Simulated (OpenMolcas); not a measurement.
## Cr3+ in Cs2NaYF6: curves along the breathing mode

Cr3+ with its 6 nearest fluoride ions, on the Y site of Cs2NaYF6 (a = 9.075 Å, distance in the model lattice 2.178 Å). The rest of the host is ab initio model potentials to 7.6 Å, with orthogonalisation functions on the cations behind the ligands, and point charges beyond; the distance is set by hand and nothing relaxes. Ligand basis ANO-RCC-VDZP.

```
Program             : OpenMolcas
Method              : CASSCF
Basis               : ANO-RCC-VDZP [5s4p2d1f]
Scalar Hamiltonian  : DKH2, point nucleus
Active space        : 3 electrons in 5 orbitals (3d)
State averaging     : 2S+1 = 4 even, 10 roots; 2S+1 = 2 even, 40 roots
Spin-orbit coupling : state interaction with AMFI integrals over the reference wave functions
```

Spin-free energies (labels of O, the rotations of Oh) in cm-1 above the lowest fitted minimum, as all ligands move together:

| R (Å) | 4A2 | 4T2 | 2E | 4T1 | 2T1 | 2T2 | 2A1 |
| --- | --- | --- | --- | --- | --- | --- | --- |
| 1.881 | 690 | 17200 | 20000 | 26200 | 20980 | 28560 | 33260 |
| 1.925 | -10 | 14780 | 19310 | 23290 | 20300 | 27490 | 30930 |
| 1.969 | 1170 | 14460 | 20490 | 22460 | 21480 | 28290 | 30690 |
| 2.014 | 3950 | 15910 | 23270 | 23400 | 24250 | 30690 | 32220 |
| 2.058 | 7940 | 18770 | 27250 | 25770 | 28230 | 34290 | 35150 |
| 2.102 | 12970 | 22810 | 32270 | 29340 | 33230 | 38910 | 39260 |
| 2.146 | 18860 | 27850 | 38150 | 33940 | 39100 | 44390 | 44350 |

Cubic fits give the following; the wavenumber is harmonic, with the mass of all moving ligands, small differences in it between states hang on the degree of the fit, a number in brackets counts states of one label, and the table is a selection of at most 14 states with clean curves.

```csv
State,R0 (Å),Breathing mode (cm-1),Minimum (cm-1)
4A2,1.918,529,0
4T2,1.955,528,14370
2E,1.918,529,19320
4T1,1.968,517,22460
2T1,1.918,528,20300
2T2,1.927,521,27520
2A1,1.953,529,30570
2T2(2),1.954,530,33490
2T1(2),1.953,529,34520
4T1(2),1.976,537,35750
2E(2),1.953,529,36710
2T1(3),1.960,522,40400
2T1(4),1.987,527,47190
2T2(3),1.975,501,46950
```

The minimum of 4T2 is shifted by +0.0373 Å against 4A2 (from the unrounded fits). With M = 114.0 u for the moving shell, the Huang-Rhys factor in this mode is S = M ω ΔR² / 2ħ = 0.01483 × 114.0 × 529 × 0.0373² = 1.24. Only the first shell moves, against a rigid host.

Without dynamic correlation the repulsion within the d shell is too large (B by tens of per cent), so at a given field states of lower spin stand too high. Ligand-to-metal charge-transfer states are missing. With no ligand orbital active B as a rule stays too high, so bands that hang on it stand too high and its fall with covalency is understated. With metal d orbitals alone and no dynamic correlation 10Dq can be off by a tenth to a fifth, either way, in oxide and fluoride hosts. No measured value stands beside these numbers.
